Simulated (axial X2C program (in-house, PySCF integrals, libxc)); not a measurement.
YbCN⁺: the levels of the configuration f12 s1 d(πδ)1

Computed with an axial X2C code built on PySCF integrals: two-component X2C with atomic mean-field Coulomb and Gaunt terms, basis Yb dyall-v3z, C dyall-v3z, N dyall-v3z (cores contracted in-house). Orbitals come from Hartree–Fock averaged over the configuration Yb f12 s1 d(πδ)1; CI then distributes these electrons over the f, s, d(πδ) shells of Yb, the count in the first shell held.

Yb–C–N held linear, bonds 2.172 and 1.160 Å (the second held) (near the minimum of the configuration average).

Lowest levels of this model:

| Ω | energy (cm⁻¹) | g∥ | configuration |
| --- | --- | --- | --- |
| 4 | 0 | 11.53 | 97% f12 s1 d(πδ)1 |
| 3 | 29 | 8.92 | 97% f12 s1 d(πδ)1 |
| 2 | 393 | 6.15 | 96% f12 s1 d(πδ)1 |
| 5 | 445 | 13.94 | 99% f12 s1 d(πδ)1 |
| 1 | 960 | 3.35 | 95% f12 s1 d(πδ)1 |
| 0 | 1531 | 0.00 | 91% f12 s1 d(πδ)1 + 9% f12 d(πδ)2 |
| 0 | 1778 | 0.00 | 99% f12 s1 d(πδ)1 |
| 1 | 2343 | 1.86 | 95% f12 s1 d(πδ)1 + 5% f12 d(πδ)2 |
| 5 | 2593 | 9.83 | 98% f12 s1 d(πδ)1 |
| 4 | 2638 | 7.43 | 97% f12 s1 d(πδ)1 |
| 6 | 2693 | 12.44 | 98% f12 s1 d(πδ)1 |
| 3 | 2739 | 5.71 | 96% f12 s1 d(πδ)1 |
| 2 | 2740 | 3.94 | 94% f12 s1 d(πδ)1 + 5% f12 d(πδ)2 |
| 7 | 2912 | 14.91 | 99% f12 s1 d(πδ)1 |
| 3 | 3141 | 7.19 | 98% f12 s1 d(πδ)1 |
| 4 | 3236 | 9.96 | 98% f12 s1 d(πδ)1 |
| 2 | 3247 | 4.94 | 96% f12 s1 d(πδ)1 |
| 8 | 3258 | 18.12 | 99% f12 s1 d(πδ)1 |
| 7 | 3270 | 15.12 | 99% f12 s1 d(πδ)1 |
| 1 | 3392 | 2.77 | 93% f12 s1 d(πδ)1 |
| 6 | 3400 | 12.91 | 98% f12 s1 d(πδ)1 |
| 0 | 3539 | 0.00 | 90% f12 s1 d(πδ)1 |
| 5 | 3633 | 10.74 | 97% f12 s1 d(πδ)1 |
| 8 | 3685 | 19.64 | 99% f12 s1 d(πδ)1 |
| 9 | 3737 | 21.98 | 99% f12 s1 d(πδ)1 |
| 7 | 3876 | 17.26 | 99% f12 s1 d(πδ)1 |
| 0 | 4024 | 0.00 | 96% f12 s1 d(πδ)1 |
| 4 | 4034 | 8.56 | 97% f12 s1 d(πδ)1 |
| 1 | 4050 | 1.26 | 95% f12 s1 d(πδ)1 + 5% f12 d(πδ)2 |
| 2 | 4059 | 4.03 | 90% f12 s1 d(πδ)1 + 10% f12 d(πδ)2 |

g∥ is the magnitude of 2⟨Lz + ge Sz⟩ for the +Ω component.

Q: From Ω and g∥ of the lowest level, whose 2⟨Lz + ge Sz⟩ is positive, find ⟨Sz⟩ and ⟨Lz⟩ (ge = 2.0023).

A: Ω = ⟨Lz⟩ + ⟨Sz⟩ = 4 and ⟨Lz⟩ + ge⟨Sz⟩ = 5.765, so ⟨Sz⟩ = 1.76 and ⟨Lz⟩ = 2.24.

Occupations of the active spinors in the lowest level by ω, shell by shell in order of energy: -7/2: 0.14; -5/2: 0.96 0.80 0.02; -3/2: 0.96 0.20 0.74 0.08; -1/2: 1.00 0.96 0.04 0.15; 1/2: 1.00 0.99 0.94 0.00; 3/2: 1.00 1.00 0.01 0.01; 5/2: 1.00 1.00 0.01; 7/2: 1.00. The leading determinant has weight 0.64 among 255.

This point took 8.1 s on 1 thread of Arm Neoverse N1 (shared host).

Dynamic correlation is missing, so gaps between terms are too wide and other configurations may lie lower; the lowest level listed is that of this model, not necessarily the ground state. With the count in the first shell held, other counts are excluded: this configuration can lie several eV above the ground configuration of the molecule. At most 4 roots were kept for each Ω > 0 (twice that for Ω = 0) within 2.2 eV of the lowest, so higher up levels can be missing between those listed; levels with Ω > 0 are doubly degenerate and listed once, Ω = 0 levels singly. The molecule was held linear; bending was not examined.
